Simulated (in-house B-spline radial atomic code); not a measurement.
RPBE excitations of B⁺

Method: RPBE. Computed with a B-spline radial code for spherical atoms: linear response of the closed shell [He] 2s2 with the functional's adiabatic kernel; non-relativistic, point nucleus, no spin-orbit coupling, no double excitations, S, P, D and F terms only.

Command:
```bash
python run_td.py task.json out
```
Settings (radii: box in bohr, nucleus in fm):
```
Z                        5
electrons                4
configuration            [He] 2s2
hamiltonian              nr
method                   rpbe,pbe
box_radius               41.61
intervals                50
```

Cost of the run: 1 thread of Intel(R) Xeon(R) 6975P-C (Granite Rapids), with other jobs on the host.

The lowest states, in the order of their Tamm-Dancoff energies; the method's threshold (minus the highest occupied level) is 19.536 eV. Labels give the largest channel, * marks a mixed state, and oscillator strengths are full-response dipole values. Measured ¹D terms are left out, since they can mix with doubly excited terms. Semilocal kernels can invert the small singlet-triplet splittings of Rydberg terms. Energies in eV:

```
     state  full response  Tamm-Dancoff  oscillator strength  measured (J-weighted term)
2s → 2p 3P              ?             ?                    -                           ?
2s → 2p 1P          8.684         9.218                 1.01                       9.100
2s → 3s 3S         14.717        14.730                    -                      16.090
2s → 3s 1S         15.384        15.406                    -                           -
2s → 3p 3P         15.997        16.016                    -                      17.853
2s → 3p 1P         16.275        16.298               0.0626                      17.866
2s → 3d 3D         16.859        16.885                    -                      18.678
2s → 3d 1D         17.097        17.102                    -                           -
2s → 4s 3S              ?             ?                    -                           -
2s → 4s 1S         17.931        17.935                    -                           -
```

**Question.** Where does 2s → 2p 3P lie?

**Answer.** At 3.428 eV in full response, 4.088 eV in Tamm-Dancoff; measured 4.631 eV.

**Question.** Where does 2s → 4s 3S lie?

**Answer.** At 17.818 eV in full response, 17.820 eV in Tamm-Dancoff.

**Question.** How large is the singlet-triplet splitting of 2s → 2p (P terms) in Tamm-Dancoff?

**Answer.** 5.13 eV, from the unrounded values.

**Question.** What polarisabilities and dispersion coefficient does the method give?

**Answer.** Dipole 10.65 bohr³, quadrupole 29.65 bohr⁵, C6 28.98 hartree·bohr⁶ for two such species.
